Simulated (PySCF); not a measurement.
Electron correlation in Si⁺ (silicon, charge +1)

[Ne] 3s1 3p2, high-spin 4P determinant (an excited configuration). All numbers are calculated (PySCF 2.14, the spin-free X2C one-electron Hamiltonian (Gaussian nucleus), in aug-cc-pCVTZ-DK (8s7p5d3f, 75 functions)). Frozen: 1s2; 11 electrons correlated.

```json
{"level": "CCSD", "correlation energy (mhartree)": "-298.78"}
{"level": "(T)", "correlation energy (mhartree)": "-1.95"}
{"level": "CCSD(T)", "correlation energy (mhartree)": "-300.73"}
```

Diagnostics: T1 = 0.0030, D1 = 0.0114, largest double amplitude 0.039.

Is a single reference adequate?

Yes: T1 lies below 0.03 and no double amplitude reaches 0.07.
